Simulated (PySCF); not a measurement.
## Computed properties of Te(H)(OSiH3) (H₄OSiTe), SMILES [SiH3]O[TeH]

Te(H)(OSiH3) (H₄OSiTe), SMILES [SiH3]O[TeH]. Geometry optimised at PBE0-D3(BJ)/def2-SVP. The def2 effective core potentials stand for the cores of Te; spin–orbit coupling is left out. One conformer was computed; it need not be the lowest. All values are computed for the isolated molecule unless a solvent is named; none is compared with measurement here.

**Structure.** All 15 harmonic modes at PBE0-D3(BJ)/def2-SVP (PySCF) are real, so it is a minimum. With heavy atoms numbered as in [TeH:1][O:3][SiH3:4], the shortest bond between them is O3–Si4 at 1.674 Å and the longest Te1–O3 at 1.999 Å.

**Vibrations.** The strongest infrared lines (harmonic, unscaled, degenerate partners summed) lie at 914 cm⁻¹ (277 km/mol, O 72 %, Si 24 %), 984 cm⁻¹ (237 km/mol, H 93 %), 947 cm⁻¹ (136 km/mol, H 94 %). The softest mode is at 116 cm⁻¹ and the zero-point energy is 22.3 kcal/mol.

**Electronic structure.** PBE0/def2-TZVPD (PySCF) places the frontier levels at -6.55 and -2.28 eV, a gap of 4.27 eV, and gives a dipole moment of 1.27 D and a mean polarisability of 73.0 bohr³.

**Excitations.** TDA-ωB97X/def2-SVPD (PySCF) has S1 at 2.86 eV (434 nm, f = 0.001, dark); the most intense of the 10 singlets computed lies at 6.43 eV (f = 0.21). T1 (TDA) is at 2.15 eV, 0.71 eV under S1.
